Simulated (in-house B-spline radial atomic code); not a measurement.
The numbers below are computed, except where a source is named.
Two electrons in Ge: a spherical dot of radius 8.65 nm with hard walls with an ionised donor at its centre

For Ge the NSM archive of the Ioffe Institute lists m_l = 1.6 m0, m_t = 0.08 m0 and ε = 16.2; the model takes one isotropic valley with the conductivity mass 3/(1/m_l + 2/m_t) = 0.117 m0, and so misses anisotropy and the other valleys. All triplets below are those of one valley; with several valleys two electrons can form a triplet in the 1s orbital itself, at an energy set by the valley splitting. Real donors also feel a central-cell potential, which shifts the ground state.

Effective-mass model with parabolic bands, a uniform dielectric constant, no image charges, no central-cell or spin-orbit terms. Two-electron levels come from full CI in B-splines with partial waves to l = 5 (up to 0.001 effective hartree above the limit).

(1) What are the effective units, and what is the potential in them?

In these units the lowest s and p orbitals lie at 1.3524 and 5.6603, and their Coulomb and exchange integrals are J_ss = 1.6421, J_sp = 1.4242 and K_sp = 0.2967. Full CI gives 4.2785 for the ground singlet, 8.1251 for the sp triplet, 8.6674 for the sp singlet and 14.1223 for the lowest triplet of two s orbitals.

(2) What does it cost to add the second electron, to first order and exactly?

(3) How far above the singlet do the triplets lie?

Answers

(1) Ha* = 27211.386 meV × 0.117/16.2² = 12.13 meV and a* = 0.0529177 nm × 16.2/0.117 = 7.327 nm. The radius is R = 1.18 a*, with −1/r added.

(2) To first order E = 2ε_s + J_ss = 4.3468, so the charging energy E(2) − 2E(1) is J_ss = 19.92 meV. CI gives 4.2785 − 2 × (1.3524) = 1.5738, or 19.09 meV: relaxation and correlation lower it by 0.828 meV, 4.2 % of J_ss. The s² configuration of one-electron orbitals holds 99.4 % of the state, and the mean radius is 4.1 nm.

(3) To first order the sp triplet lies at ε_s + ε_p + J_sp − K_sp = 8.1401, which is 46.02 meV above 2ε_s + J_ss. CI gives 8.1251 − (4.2785) = 3.8466, or 46.66 meV, 89 % of the orbital spacing of 52.26 meV. The ss triplet lies 119.4 meV up, so the lower of the two is the sp one, and its gap equals k_BT at 542 K. The sp singlet-triplet splitting is 6.579 meV, against 2K_sp = 7.199 meV.
